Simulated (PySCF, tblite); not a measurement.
One entry of a table of gas-phase calculations, keyed by method. Lists by class give the value and the number of equivalent atoms.

```json
{
 "formula": "C3H6NSi",
 "smiles": "[CH]1C=NC[SiH2]1",
 "inchi": "InChI=1S/C3H6NSi/c1-2-5-3-4-1/h1-2H,3,5H2",
 "charge": 0,
 "multiplicity": 2,
 "geometry_level": "GFN2-xTB",
 "electronic_structure_code": "PySCF",
 "results": {
  "GFN2-xTB geometry": {
   "point_group": "C1",
   "rotational_constants_GHz": [7.049, 4.567, 2.943]
  },
  "GFN2-xTB harmonic vibrations, gas phase": {
   "strongest_ir_bands_cm-1_km_per_mol_modes": [
    [499.6, 85.0, 1],
    [784.9, 184.2, 1],
    [1020.7, 82.3, 1],
    [1326.5, 64.6, 1],
    [2225.1, 348.1, 1],
    [2255.7, 262.1, 1]
   ],
   "zpe_kcal_per_mol": 48.7
  },
  "UKS B3LYP, pcH-1 on C H N Si, non-relativistic, mean-field spin-orbit, GIAO": {
   "g_iso": 2.00358,
   "g_tensor": [2.00214, 2.00351, 2.00509],
   "s2": 0.775,
   "a_iso_by_class_MHz": [
    ["1H", 53.7, 2],
    ["13C", 51.8, 1],
    ["13C", -41.7, 1],
    ["1H", 41.5, 2],
    ["1H", -38.9, 1]
   ]
  }
 }
}
```

The zero-point energy, half the sum of the 27 harmonic wavenumbers, equals 17050 cm⁻¹ or 204 kJ/mol. g_iso is shifted by about +1260 ppm from the free-electron value 2.002319; the principal values span 0.0030.

 In GFN2-xTB open shells enter through the occupations alone, without spin polarisation, so single modes can be far off. Hyperfine couplings depend on the geometry, which wasn't re-optimised at a DFT level. Couplings of like nuclei are plain means over topologically equivalent atoms, as if these changed places fast (by rotation of a methyl-like group, say); in this geometry the members of some sets differ.

For the vibration job (GFN2-xTB), on an Arm Neoverse V1 with one thread (shared host), this took 0.22 s of wall time.

One conformer stands for the species.
